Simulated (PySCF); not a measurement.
This PySCF input asks for the NMR shieldings of SMILES FCCC#[N+][AlH2-][F], C3H6AlF2N; the geometry comes from GFN2-xTB.

```python
import basis_set_exchange as bse
import numpy as np
from pyscf import gto, dft
from pyscf.prop import nmr

atoms = """
F     2.997088    0.544840    1.000821
C     1.650400    0.484809    0.780270
C     1.350181   -0.791514   -0.026285
C    -0.048755   -0.882409   -0.276309
N    -1.181649   -0.921511   -0.456403
Al   -2.634909    0.377366    0.112072
F    -1.601122    1.433733    0.889204
H     1.155279    0.467858    1.755427
H     1.362653    1.384440    0.228468
H     1.895718   -0.762122   -0.975009
H     1.681838   -1.668265    0.539197
H    -3.148212    0.847818   -1.261003
H    -3.482897   -0.514556    1.036047
"""
names = dict.fromkeys(["F", "C", "N", "Al", "H"], "pcSseg-1")
basis = {el: gto.basis.parse(bse.get_basis(n, elements=[el], fmt="nwchem")) for el, n in names.items()}
mol = gto.M(atom=atoms, basis=basis, charge=0, verbose=0)
mf = dft.RKS(mol, xc="PBE0")
mf.grids.level = 2
mf.grids.alignment = dft.numint.BLKSIZE   # the property module wants whole blocks of grid points
mf.conv_tol = 1e-9
mf.kernel()

calc = nmr.RKS(mf)   # GIAO
C = mf.mo_coeff
Co = C[:, mf.mo_occ > 0]
resp = mf.gen_response(singlet=True, hermi=2)
def vind(x):   # induced exchange potential for any number of trial vectors
    d = np.einsum("pi,xij,qj->xpq", C, 2 * x.reshape(-1, C.shape[1], Co.shape[1]), Co, optimize=True)
    return np.einsum("xpq,pi,qj->xij", resp(d - d.transpose(0, 2, 1)), C, Co, optimize=True).ravel()
mo1, _ = nmr.rhf.solve_mo1(calc, with_cphf=vind)
sigma = calc.kernel(mo1)
for i, s in enumerate(sigma):   # ppm
    print("%2d %-2s %9.2f" % (i, mol.atom_pure_symbol(i), np.trace(s) / 3))
```

Task: What are the results?

Result: 
```
 0 F     413.42
 1 C     104.78
 2 C     167.77
 3 C      49.30
 4 N      10.21
 5 Al    438.09
 6 F     354.86
 7 H      26.37
 8 H      26.36
 9 H      28.65
10 H      28.64
11 H      27.78
12 H      27.79
```

These numbers come from an equivalent density-fitted implementation of the same equations, which agrees with the script to about 0.01 ppm for H and up to a few tenths of a ppm for heavy atoms, so last digits may differ.

Size and cost of the density-fitted run: 156 basis functions, 19 s wall time on 1 thread of an Arm Neoverse V1, shared host; peak memory 0.67 GiB.
